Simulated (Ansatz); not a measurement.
Te(SiH3)2 (Si₂TeH₆), 9 atoms. Hardware: 4 threads of Intel Xeon Platinum 8259CL on a shared host.

In the def2 sets Te takes a core potential; there is no spin–orbit coupling. Correlated methods freeze 14 core orbitals; core or outer-core shells of Te are correlated, in sets that lack core-valence functions.

(1) How many basis functions does each of these Ansatz runs have, and roughly what does it cost? PBE0-D4/def2-SVP, charge -1 doublet at the geometry of the charge 0 singlet, energy with a search over starts; r2SCAN-D4/def2-TZVPD, charge 0 singlet, energy, from earlier orbitals; PBE0-D4/def2-SVP, charge 0 singlet, energy with a search over starts; r2SCAN-D4/def2-TZVP, charge 0 singlet, energy, from earlier orbitals; r2SCAN-D4/def2-SVP, charge 0 singlet, relaxation, 10 steps; ωB97M-V/def2-TZVP, charge 0 singlet, energy, from earlier orbitals; PBE-QIDH/def2-TZVP, charge 0 singlet, energy, from earlier orbitals; PBE-D4/def2-SVP, charge 0 singlet, energy, from earlier orbitals; RPA@PBE/def2-TZVP, charge 0 singlet, energy, from earlier orbitals; PBE0-D4/def2-TZVPD, charge -1 doublet at the geometry of the charge 0 singlet, energy, from earlier orbitals; PBE0-D4/def2-SVP, charge 0 singlet, energy, from earlier orbitals; CAM-B3LYP-D4/def2-TZVP, charge 0 singlet, energy, from earlier orbitals.

Answers

(1) Other jobs shared the machine, so times can vary by a factor of up to 3. A dash marks memory too small to be measured apart from the calling script's.

```csv
run,functions,fitting or Cholesky vectors,wall time,peak host memory (GiB)
"PBE-D4/def2-SVP, charge 0 singlet, energy, from earlier orbitals",92,1060,0.7 s,–
"PBE0-D4/def2-SVP, charge 0 singlet, energy, from earlier orbitals",92,975,1.1 s,–
"PBE0-D4/def2-SVP, charge 0 singlet, energy with a search over starts",92,975,1.4 s,–
"r2SCAN-D4/def2-TZVP, charge 0 singlet, energy, from earlier orbitals",160,1154,2 s,–
"CAM-B3LYP-D4/def2-TZVP, charge 0 singlet, energy, from earlier orbitals",160,1202,2.3 s,–
"RPA@PBE/def2-TZVP, charge 0 singlet, energy, from earlier orbitals",160,1208,2.5 s,–
"r2SCAN-D4/def2-TZVPD, charge 0 singlet, energy, from earlier orbitals",199,1305,3.1 s,–
"PBE-QIDH/def2-TZVP, charge 0 singlet, energy, from earlier orbitals",160,1208,3.1 s,–
"PBE0-D4/def2-SVP, charge -1 doublet at the geometry of the charge 0 singlet, energy with a search over starts",92,975,4.3 s,–
"ωB97M-V/def2-TZVP, charge 0 singlet, energy, from earlier orbitals",160,1179,5 s,–
"PBE0-D4/def2-TZVPD, charge -1 doublet at the geometry of the charge 0 singlet, energy, from earlier orbitals",199,1375,13 s,1
"r2SCAN-D4/def2-SVP, charge 0 singlet, relaxation, 10 steps",92,1060,15 s,–
```
